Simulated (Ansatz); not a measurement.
Breaking a bond in SiBr (bromosilane)

The species is SiBr (2 atoms), meant as a doublet with charge 0. As SMILES, `[Si]Br`. The coordinates come from a GFN2-xTB relaxation.

```xyz
2

Si    0.0000    0.0000    0.0000
Br    0.0000    0.0000    2.3426
```

The Si1–Br2 distance is scanned; the parts on either side stay rigid. Basis STO-3G, 14 core orbitals frozen in the correlated methods; program Ansatz 0.2.0. FCI is exact within this basis and core. Energies in eV from each method's value at 2.343 Å; open shells run as named; a dash marks a point that is missing or didn't converge. The shape above is that at 2.343 Å.

```json
{"distance (Å)": "2.343", "UPBE": "0.00", "U-revPBE": "0.00", "U-r2SCAN0": "0.00", "UHSE06": "0.00"}
{"distance (Å)": "2.928", "UPBE": "1.91", "U-revPBE": "1.86", "U-r2SCAN0": "2.10", "UHSE06": "2.08"}
{"distance (Å)": "3.514", "UPBE": "3.60", "U-revPBE": "3.49", "U-r2SCAN0": "3.77", "UHSE06": "3.80"}
{"distance (Å)": "4.685", "UPBE": "4.57", "U-revPBE": "4.42", "U-r2SCAN0": "4.59", "UHSE06": "4.62"}
{"distance (Å)": "5.857", "UPBE": "4.68", "U-revPBE": "4.53", "U-r2SCAN0": "–", "UHSE06": "–"}
```

(1) Estimate the FCI curve, and say how far off each method is.

Answers

(1) 
| distance (Å) | FCI |
| --- | --- |
| 2.343 | 0.00 |
| 2.928 | 1.98 |
| 3.514 | 3.65 |
| 4.685 | 4.13 |
| 5.857 | 4.14 |

Departure from the FCI curve at its largest: UPBE +0.54 eV at 5.86 Å; U-revPBE +0.39 eV at 5.86 Å; U-r2SCAN0 +0.45 eV at 4.68 Å; UHSE06 +0.49 eV at 4.68 Å. For the functionals part of the departure is owed to the small basis.
